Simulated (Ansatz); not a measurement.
Computed with Ansatz on PBE0-D4/def2-TZVP structures; ΔE is electronic, products minus reactants. CCSD(T)/CBS adds triple-zeta CCSD(T) − MP2 to the extrapolated MP2 energy (def2 sets, frozen cores). This one scheme is used for every species. DFT in def2-TZVPP. One conformer a species, not always the lowest.

Reaction (ligand exchange at a B–C bond): `NB(N)CO` + H–F → `NB(N)F` + CH₃OH

`NB(N)CO`:

Cartesian coordinates in Å:
```
N -1.296 -0.443 0.633
B -0.144 -0.349 -0.174
N 0.043 -1.132 -1.335
C 0.975 0.695 0.263
O 0.534 1.662 1.216
H -2.053 -1.087 0.486
H -1.337 0.054 1.505
H -0.586 -1.856 -1.635
H 0.845 -1.029 -1.929
H 1.795 0.157 0.751
H 1.428 1.192 -0.609
H -0.204 2.136 0.826
```

H–F:

Z-matrix (Å, degrees):
```
F
H 1 0.920
```

`NB(N)F`:

```xyz
8

N     0.104   -1.178    0.454
B     0.289    0.206    0.261
N    -0.383    0.979   -0.707
F     1.174    0.837    1.061
H     0.612   -1.677    1.161
H    -0.526   -1.744   -0.082
H    -1.059    0.615   -1.351
H    -0.211    1.963   -0.798
```

CH₃OH:

Cartesian coordinates in Å:
```
C -0.008 0.167 -0.314
O 0.065 -0.926 0.572
H 0.048 -0.237 -1.326
H 0.826 0.869 -0.182
H -0.950 0.720 -0.220
H 0.020 -0.594 1.470
```

Q: Is it downhill or uphill in electronic energy at CCSD(T)/CBS, and by how much? (Estimate.)

A: Ansatz gave: Downhill: ΔE = -1.36 eV.

Q: What do these levels give: revPBE-D4, r2SCAN0-D4, BLYP, CCSD/def2-SVP, MP2/def2-TZVPP, CCSD(T)/def2-TZVPP? (Estimate.)

A: Computed: revPBE-D4 -1.28, r2SCAN0-D4 -1.47, BLYP -1.52, CCSD/def2-SVP -1.58, MP2/def2-TZVPP -1.37, CCSD(T)/def2-TZVPP -1.39 eV.

Largest T1 diagnostic among the species: 0.011.

The D4 term adds +0.09 eV with B3LYP and +0.05 eV with PBE0; it sums over pairs of atoms, weighted by their polarisabilities, and B3LYP, whose exchange is more repulsive, gets the larger term. In def2-TZVPP, CCSD(T) changes the Hartree–Fock value by +0.36 eV (the triples alone add +0.05 eV) and MP2 by +0.38 eV.

B3LYP here is the variant with VWN-RPA as its local correlation; programs differ in this.
